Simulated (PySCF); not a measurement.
AlClFHSe, SMILES [F][Al]([Cl])[SeH]. Geometry optimised at B3LYP-D3(BJ)/def2-SVP. Other conformers were not sampled.

Problem. Give the equilibrium geometry at B3LYP-D3(BJ)/def2-SVP (PySCF confirms it by a frequency run) as Cartesian coordinates in Å, and its point group. (Estimate from the structure and the level; the computed values follow.)

Solution. This is not unique; one that fits is point group Cs.
```xyz
5

Al    -0.4400     0.6305     0.0000
Cl     0.9149     2.2201     0.0000
F     -2.0665     0.9632     0.0000
Se     0.2903    -1.5460     0.0000
H     -1.1026    -2.0399     0.0000
```
